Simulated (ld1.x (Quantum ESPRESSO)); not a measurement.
**What the settings do to the ultrasoft potential of tungsten**

Base potential:

tungsten (W), ultrasoft, made with ld1.x (Quantum ESPRESSO) 7.5 (PBE, scalar-relativistic). Core [Kr] 4d10 4f14, reference 5s2 5p6 5d4 6s2 6p0. Waves: 5s (bound): rcut 1.95, rcutus 2.05 bohr; 6s (bound): rcut 1.95, rcutus 2.05 bohr; 5p (bound): rcut 1.90, rcutus 2.35 bohr; 6p (bound, empty): rcut 1.90, rcutus 2.35 bohr; 5d (bound): rcut 1.75, rcutus 2.05 bohr; 5d channel at 1.35 Ry: rcut 1.75, rcutus 2.05 bohr; 5f channel at 0.4 Ry: rcut 1.80, rcutus 2.25 bohr. Local part: all-electron potential smoothed inside 1.55 bohr (lloc = -1). Core correction: a·sin(br)/r model core, default radius (core density twice the valence density). Augmentation charge: PSQ, inside the norm-conserving radii.

Cutoffs, loose and tight: the cutoffs (Ry, on a coarse ladder) from which the occupation-weighted sum of valence levels, in a spherical-Bessel basis at the reference potential, stays within 10 and 1 mRy of its value at 400 Ry. They do not see the model core or the augmentation charge, which bear on the density cutoff. Test errors are all-electron minus pseudo excitation energies from the reference, over the configurations 5s2 5p6 5d4 6s1 6p0; 5s2 5p6 5d4 6s0 6p0; 5s2 5p6 5d3 6s0 6p0; 5s1 5p6 5d4 6s2 6p0; 5s2 5p6 5d4 6s1.5 6p0; 5s2 5p6 5d2 6s0 6p0; 5s2 5p6 5d4 6s0 6p2. A dash means not determined; rows that change the core or the reference have their own tests.

Cutoffs are not given where the Bessel-basis levels miss the radial ones by over 6 mRy, ghosts where they miss by over 20 mRy; a channel whose overlap is not positive is not tested.

A file whose overlap is not positive is unfit for use, and its test errors describe a broken file.

```csv
change,outcome,"cutoff, loose","cutoff, tight",bound ghosts,largest test error (meV)
base,"generated, overlap not positive",–,–,not determined (overlap not positive),test run stopped at test 1 of 7 (negative rho)
"waves 5p (bound): rcut 1.78, rcutus 1.88 bohr; 6p (bound): rcut 1.78, rcutus 1.88 bohr","generated, overlap not positive",–,–,not determined (overlap not positive),test run stopped at test 1 of 7 (negative rho)
"waves 5p (bound): rcut 1.90, rcutus 2.14 bohr; 6p (bound): rcut 1.90, rcutus 2.14 bohr","generated, overlap not positive",–,–,not determined (overlap not positive),test run stopped at test 1 of 7 (negative rho)
"waves 5p (bound): rcut 1.90, rcutus 2.48 bohr; 6p (bound): rcut 1.90, rcutus 2.48 bohr","generated, overlap not positive",–,–,not determined (overlap not positive),test run stopped at test 1 of 7 (negative rho)
"waves 5p (bound): rcut 1.90, rcutus 2.90 bohr; 6p (bound): rcut 1.90, rcutus 2.90 bohr",generated,25 Ry,40 Ry,none,test run stopped at test 1 of 7 (negative rho)
"waves 5p (bound): rcut 1.90, rcutus 3.24 bohr; 6p (bound): rcut 1.90, rcutus 3.24 bohr",generated,25 Ry,40 Ry,none,"test run stopped at test 3 of 7 (negative rho), 2 before it not solved"
"waves 5p (bound): rcut 1.90, rcutus 3.44 bohr; 6p (bound): rcut 1.90, rcutus 3.44 bohr",generated,25 Ry,40 Ry,none,"test run stopped at test 2 of 7 (negative rho), 1 before it not solved"
```

Question: What comes out with this change to the base: waves 5p (bound): rcut 1.40, rcutus 1.48 bohr; 6p (bound): rcut 1.40, rcutus 1.48 bohr?

Answer: outcome: generated; cutoff, loose: 35 Ry; cutoff, tight: 70 Ry; bound ghosts: none; largest test error (meV): test run stopped at test 1 of 7 (negative rho).

Reading the sweep of the p radius (base included, trends over the rows without a ghost): The loose cutoff falls from 35 Ry at 1.48 to 25 Ry at 3.44 bohr. A larger radius leaves more room for a smooth pseudo-wave, so fewer plane waves are needed; a smaller one forces it to follow the all-electron wave where it bends sharply.
